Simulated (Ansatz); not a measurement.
The inner images of a band of Cl3In + H2 (6 atoms, charge 0, multiplicity 1) are given out of order.

All numbers below come from RKS B3LYP-D4/def2-SVP in Ansatz.

Image 0:

```xyz
6
Properties=species:S:1:pos:R:3
In 0.006 0.217 0.170
Cl 0.001 0.779 2.443
Cl 2.027 0.069 -0.999
Cl -2.015 -0.009 -0.987
H 0.079 -2.468 0.666
H 0.061 -2.190 1.377
```

Image 6:

```xyz
6
Properties=species:S:1:pos:R:3
In 0.029 -0.764 -0.469
Cl 0.020 -0.019 2.405
Cl 1.966 0.471 -1.024
Cl -1.966 0.381 -1.015
H 0.067 -2.431 -0.063
H 0.043 -1.239 2.837
```

Q: Put them in order from the first end to the last, with their energies above the first end.
A.
```xyz
6
Properties=species:S:1:pos:R:3
In 0.015 -0.159 -0.006
Cl 0.017 0.179 2.409
Cl 2.057 0.156 -1.105
Cl -2.046 0.081 -1.087
H 0.061 -2.167 0.905
H 0.054 -1.693 1.555
```
B.
```xyz
6
Properties=species:S:1:pos:R:3
In 0.026 -0.698 -0.391
Cl 0.019 -0.031 2.493
Cl 1.988 0.409 -1.093
Cl -1.984 0.327 -1.079
H 0.062 -2.284 0.271
H 0.048 -1.325 2.470
```
C.
```xyz
6
Properties=species:S:1:pos:R:3
In 0.020 -0.425 -0.155
Cl 0.024 -0.023 2.454
Cl 2.068 0.184 -1.109
Cl -2.056 0.118 -1.087
H 0.055 -2.046 0.844
H 0.048 -1.410 1.724
```
D.
```xyz
6
Properties=species:S:1:pos:R:3
In 0.009 0.102 0.090
Cl 0.009 0.434 2.423
Cl 2.033 0.132 -1.084
Cl -2.022 0.051 -1.069
H 0.070 -2.366 0.832
H 0.060 -1.955 1.479
```
E.
```xyz
6
Properties=species:S:1:pos:R:3
In 0.023 -0.618 -0.306
Cl 0.023 -0.075 2.545
Cl 2.038 0.296 -1.108
Cl -2.028 0.224 -1.090
H 0.057 -2.131 0.561
H 0.046 -1.300 2.069
```

A: D (+6.8 kJ/mol), A (+53.6 kJ/mol), C (+124.9 kJ/mol), E (+79.4 kJ/mol), B (+60.8 kJ/mol).

The run took 110 s on 2 threads of Arm Neoverse V1, with other jobs on the host, peak memory 0.21 GiB.
